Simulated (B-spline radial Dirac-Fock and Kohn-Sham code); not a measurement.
## Photoemission from Ca at Cr Kα (5414.7 eV), detector at θ = 90°, φ = 0°

System: atomic calcium in the configuration [Ar] 4s2. These are calculated numbers from a radial finite-basis atomic code; the model is Dirac-Hartree-Slater photoionisation with a Latter tail; cross sections with all multipoles, angular parameters from the dipole term and its interference with E2. Thresholds are tabulated edges, those marked * orbital energies of the model. For linearly polarised light dσ/dΩ = σ/(4π) [1 + β P₂(cos θ) + (δ + γ cos²θ) sin θ cos φ], with θ from the polarisation vector and φ the angle between the beam and the projection of the electron momentum on the plane normal to the polarisation. The dipole factor is 1 + βP₂ and the non-dipole term is the rest of the bracket. Open shells are filled statistically over j.

Input file task.json (cfg lists n, l and occupation; rrms is the nuclear radius in fm):

```json
{"items": [{
  "Z": 20,
  "q": 0,
  "cfg": [[1, 0, 2], [2, 0, 2], [2, 1, 6], [3, 0, 2], [3, 1, 6], [4, 0, 2]],
  "A": 40,
  "rrms": 3.4776,
  "do": "xps",
  "hv": [52.6, 56.4, 66.3, 80, 94.2, 150, 221.0, 300, 375.0, 471.0, 611.0, 613.0, 622.0, 711.0, 800, 1000, 1610.0, 3030.0, 3600.0, 3680.0, 3740.0, 4000, 4040.0, 5270.0, 5414.7, 7840.0, 12000, 13500.0, 14000.0],
  "edges": {"K": 4038.5, "L1": 438.4, "L2": 349.7, "L3": 346.2}
}]}
```

Run with: `python xray2_run.py task.json out`

```
subshell  threshold (eV)  σ (kb)     β     γ      δ  dipole factor  non-dipole term  dσ/dΩ (kb/sr)
      1s          4038.5    29.4  2.00  0.57  0.000          0.000            0.000            ≈ 0
      2s           438.4    1.94  2.00  1.10  0.000          0.000            0.000            ≈ 0
   2p1/2           349.7   0.372  0.77  1.05  0.155          0.613           +0.155         0.0227
   2p3/2           346.2   0.708  0.77  1.05  0.155          0.617           +0.155         0.0436
      3s          52.36*   0.252  2.00  1.14  0.000          0.000            0.000            ≈ 0
   3p1/2          33.22*  0.0418  0.74  1.03  0.156          0.632           +0.156        0.00262
   3p3/2          32.80*  0.0798  0.73  1.02  0.157          0.637           +0.157        0.00503
      4s           5.23*  0.0176  2.00  1.15  0.000          0.000            0.000            ≈ 0
```
